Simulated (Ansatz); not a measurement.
Mulliken charges of C3H4AlF (`C#[C][Al]([CH3])[F]`) from PBE/def2-TZVPP in Ansatz (PBE0-D4/def2-TZVP geometry).

| atom | x (Å) | y (Å) | z (Å) | charge (e) |
| --- | --- | --- | --- | --- |
| C1 | 0.215 | 2.770 | 0.344 | 0.016 |
| C2 | 0.305 | 1.631 | -0.055 | -0.456 |
| Al3 | 0.407 | -0.178 | -0.627 | 0.664 |
| C4 | -0.438 | -1.662 | 0.274 | -0.433 |
| F5 | 1.286 | -0.460 | -1.993 | -0.313 |
| H6 | 0.139 | 3.776 | 0.690 | 0.207 |
| H7 | -1.160 | -2.157 | -0.384 | 0.102 |
| H8 | 0.299 | -2.420 | 0.556 | 0.103 |
| H9 | -0.965 | -1.346 | 1.177 | 0.111 |

Problem. By hand: the dipole of these point charges (1 e Å = 4.8032 D).

Solution. Σ q r = (-0.244, 0.209, 0.411) e Å, of length 0.522 e Å = 2.51 D.

Problem. How does the dipole of the full density compare? (Best estimate.)

Solution. Ansatz gave: (-0.217, 0.029, 0.328) e Å, 1.89 D; the point charges give 1.33 times that, at 20° from its direction.

Point charges leave out the atoms' own dipoles, such as those of lone pairs, and Mulliken's split depends on the basis, so the two needn't agree.
